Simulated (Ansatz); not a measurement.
`N#CBCl` + `CCO` → `CCOBCl` + `C#N` at 298.15 K and 1 bar (ligand exchange at a B–C bond).

Program: Ansatz. Geometries: PBE0-D4/def2-TZVP. ΔE: electronic, gas phase. CBS: MP2 limit from def2 TZ/QZ plus the TZ coupled-cluster correction, frozen cores. This one scheme is used for every species. Each species was taken in one conformer, which may not be the lowest.

| species | CCSD(T)/CBS energy (Eh) | H − E (kJ/mol) | S (J/(mol·K)) |
| --- | --- | --- | --- |
| `N#CBCl` | -577.94276 | 71.7 | 287.2 |
| `CCO` | -154.88256 | 224.2 | 269.4 |
| `CCOBCl` | -639.54595 | 243.5 | 335.2 |
| `C#N` | -93.32098 | 52.4 | 201.2 |

H − E and S are ideal-gas, rigid-rotor, harmonic terms from PBE0-D4/def2-TZVP, for one conformer and one mirror image of each species. 1 Eh = 2625.50 kJ/mol, R = 8.31446 J/(mol·K).

Question: By hand: ΔE, ΔH, ΔS and ΔG.

Answer: ΔE = (-639.54595) + (-93.32098) − (-577.94276) − (-154.88256) = -0.04161 Eh = -109.2 kJ/mol. Δ(H − E) = 243.5 + 52.4 − 71.7 − 224.2 = 0.0, so ΔH = -109.2 kJ/mol. ΔS = 335.2 + 201.2 − 287.2 − 269.4 = -20.2 J/(mol·K). ΔG = -109.2 − 298.15 × (-20.2)/1000 = -103.2 kJ/mol.

Question: By hand: the equilibrium constant, and the temperature at which ΔG would vanish if ΔH and ΔS stayed fixed.

Answer: log₁₀ K = −ΔG/(RT ln 10) = 18.1. ΔG = 0 at ΔH/ΔS = 5406 K, far beyond where these terms or the molecules hold.

ΔH outweighs TΔS. A doubt of 5 kJ/mol in ΔE shifts log₁₀ K by 0.9 here. Other conformers and mirror images would add mixing entropy, several J/(mol·K) or more a flexible species. These are equilibria of isolated gas molecules and say nothing of rates. Largest T1 diagnostic: 0.014 (customary marks: 0.02 for closed shells, 0.045 for open ones).
